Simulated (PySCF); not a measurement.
# Two-photon absorption: `InChI=1S/C4H8BNSi/c7-6-4-2-1-3-5-6/h1-5H,7H3`

Molfile (atoms numbered from 1):
```
C4H8BNSi
     RDKit          3D

 15 15  0  0  0  0  0  0  0  0999 V2000
    2.3772    0.3681   -0.0711 Si  0  0  0  0  0  4  0  0  0  0  0  0
    0.6302    0.1243   -0.0373 N   0  0  0  0  0  0  0  0  0  0  0  0
   -0.2635    1.2423    0.0597 B   0  0  0  0  0  0  0  0  0  0  0  0
   -1.7442    0.9356    0.1182 C   0  0  0  0  0  0  0  0  0  0  0  0
   -2.1549   -0.3618    0.0767 C   0  0  0  0  0  0  0  0  0  0  0  0
   -1.2067   -1.4059   -0.0231 C   0  0  0  0  0  0  0  0  0  0  0  0
    0.1221   -1.1369   -0.0751 C   0  0  0  0  0  0  0  0  0  0  0  0
    2.8069    0.7901    1.2631 H   0  0  0  0  0  0  0  0  0  0  0  0
    2.6720    1.3674   -1.0943 H   0  0  0  0  0  0  0  0  0  0  0  0
    2.9617   -0.9284   -0.4213 H   0  0  0  0  0  0  0  0  0  0  0  0
    0.2044    2.3181    0.0888 H   0  0  0  0  0  0  0  0  0  0  0  0
   -2.5022    1.7062    0.1912 H   0  0  0  0  0  0  0  0  0  0  0  0
   -3.2040   -0.6313    0.1165 H   0  0  0  0  0  0  0  0  0  0  0  0
   -1.5395   -2.4322   -0.0608 H   0  0  0  0  0  0  0  0  0  0  0  0
    0.8363   -1.9474   -0.1531 H   0  0  0  0  0  0  0  0  0  0  0  0
  1  2  1  0
  2  3  1  0
  3  4  1  0
  4  5  2  0
  5  6  1  0
  6  7  2  0
  7  2  1  0
  1  8  1  0
  1  9  1  0
  1 10  1  0
  3 11  1  0
  4 12  1  0
  5 13  1  0
  6 14  1  0
  7 15  1  0
M  END
```

Method used: TDDFT CAM-B3LYP/def2-SVPD excited states, vertical, gas phase in PySCF. Geometry: GFN2-xTB.

**Question.** Give the one- and two-photon strengths of the lowest singlets.

**Answer.** δ for parallel linear polarisation; σ at the peak of a Lorentzian of half width 0.1 eV, single beam; Ω is circular over linear.
```
state  E (eV)      f  photon λ (nm)  δ (au)  σ (GM)     Ω                                main
   S1    4.99  0.154            497    52.5    0.48  0.14                      HOMO→LUMO 0.93
   S2    6.01  0.069            413      71    0.94  0.43  HOMO→LUMO+2 0.72, HOMO−1→LUMO 0.14
   S3    6.06  0.004            409    44.1    0.59  1.41  HOMO→LUMO+1 0.82, HOMO→LUMO+2 0.09
   S4    6.44  0.002            385    <0.1    0.00     –                    HOMO−2→LUMO 0.96
   S5    6.87  0.002            361    46.3    0.80  1.45  HOMO→LUMO+3 0.58, HOMO→LUMO+4 0.29
```

Among these, the strongest one-photon state is S1, the strongest two-photon state S2, with a dipole change of 1.8 D (relaxed, norm of the difference vector).
